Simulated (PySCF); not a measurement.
A PySCF script (with the pyscf-properties extension) for the NMR shieldings of `CC1=CP(P(C)C)CC1`, C₇H₁₄P₂, on a GFN2-xTB geometry:

```python
import basis_set_exchange as bse
import numpy as np
from pyscf import gto, dft
from pyscf.prop import nmr

atoms = """
C    -2.979110   -1.405289   -0.427504
C    -1.819579   -0.471611   -0.518792
C    -0.719666   -0.663680   -1.242833
P     0.496657    0.678530   -1.133285
P     1.492992   -0.032113    0.703334
C     2.838827    1.246232    0.714232
C     2.449892   -1.407749   -0.092148
C    -0.788051    1.735843   -0.287615
C    -1.837851    0.790820    0.297065
H    -3.879917   -0.922783   -0.807738
H    -2.798362   -2.311477   -1.000104
H    -3.160351   -1.673449    0.613195
H    -0.546748   -1.522039   -1.873067
H     2.418346    2.207538    1.004450
H     3.303871    1.338294   -0.265858
H     3.589834    0.962527    1.449796
H     2.912126   -1.081556   -1.022892
H     1.776915   -2.239516   -0.292516
H     3.220719   -1.743602    0.599883
H    -0.332032    2.379113    0.466822
H    -1.233088    2.378740   -1.053117
H    -2.829438    1.248174    0.303453
H    -1.580737    0.536036    1.330600
"""
names = dict.fromkeys(["C", "P", "H"], "pcSseg-1")
basis = {el: gto.basis.parse(bse.get_basis(n, elements=[el], fmt="nwchem")) for el, n in names.items()}
mol = gto.M(atom=atoms, basis=basis, charge=0, verbose=0)
mf = dft.RKS(mol, xc="PBE0")
mf.grids.level = 2
mf.grids.alignment = dft.numint.BLKSIZE   # the property module wants whole blocks of grid points
mf.conv_tol = 1e-9
mf.kernel()

calc = nmr.RKS(mf)   # GIAO
C = mf.mo_coeff
Co = C[:, mf.mo_occ > 0]
resp = mf.gen_response(singlet=True, hermi=2)
def vind(x):   # induced exchange potential for any number of trial vectors
    d = np.einsum("pi,xij,qj->xpq", C, 2 * x.reshape(-1, C.shape[1], Co.shape[1]), Co, optimize=True)
    return np.einsum("xpq,pi,qj->xij", resp(d - d.transpose(0, 2, 1)), C, Co, optimize=True).ravel()
mo1, _ = nmr.rhf.solve_mo1(calc, with_cphf=vind)
sigma = calc.kernel(mo1)
for i, s in enumerate(sigma):   # ppm
    w = np.linalg.eigvalsh((s + s.T) / 2)
    print("%2d %-2s iso %8.1f  s11 %8.1f  s22 %8.1f  s33 %8.1f" % (i, mol.atom_pure_symbol(i), w.mean(), *w))
```

**Question.** What are the results?

**Answer.** 
```
 0 C  iso    164.1  s11    148.5  s22    156.1  s33    187.8
 1 C  iso     21.4  s11    -88.2  s22     19.9  s33    132.5
 2 C  iso     59.3  s11    -34.5  s22     77.8  s33    134.6
 3 P  iso    327.1  s11    296.9  s22    328.8  s33    355.6
 4 P  iso    408.3  s11    378.5  s22    400.9  s33    445.6
 5 C  iso    170.3  s11    161.2  s22    162.4  s33    187.2
 6 C  iso    172.4  s11    162.4  s22    167.7  s33    187.1
 7 C  iso    157.6  s11    134.8  s22    165.2  s33    173.0
 8 C  iso    143.9  s11    113.9  s22    146.8  s33    171.0
 9 H  iso     29.7  s11     25.5  s22     27.7  s33     36.0
10 H  iso     29.6  s11     24.8  s22     28.8  s33     35.0
11 H  iso     29.9  s11     25.9  s22     28.1  s33     35.6
12 H  iso     25.9  s11     23.8  s22     26.0  s33     27.9
13 H  iso     30.7  s11     25.5  s22     29.1  s33     37.5
14 H  iso     30.6  s11     26.5  s22     29.0  s33     36.5
15 H  iso     30.6  s11     25.9  s22     27.2  s33     38.7
16 H  iso     30.7  s11     26.7  s22     28.9  s33     36.5
17 H  iso     30.8  s11     25.2  s22     29.5  s33     37.5
18 H  iso     30.6  s11     25.8  s22     27.3  s33     38.7
19 H  iso     30.0  s11     25.4  s22     28.9  s33     35.6
20 H  iso     29.6  s11     23.6  s22     27.8  s33     37.3
21 H  iso     29.5  s11     24.2  s22     28.7  s33     35.5
22 H  iso     28.7  s11     24.8  s22     28.0  s33     33.1
```

These numbers come from an equivalent density-fitted implementation of the same equations, which agrees with the script to about 0.01 ppm for H and up to a few tenths of a ppm for heavy atoms, so last digits may differ.

Size and cost of the density-fitted run: 237 basis functions, 49 s wall time on 1 thread of an Arm Neoverse V2, shared host; peak memory 1.1 GiB.
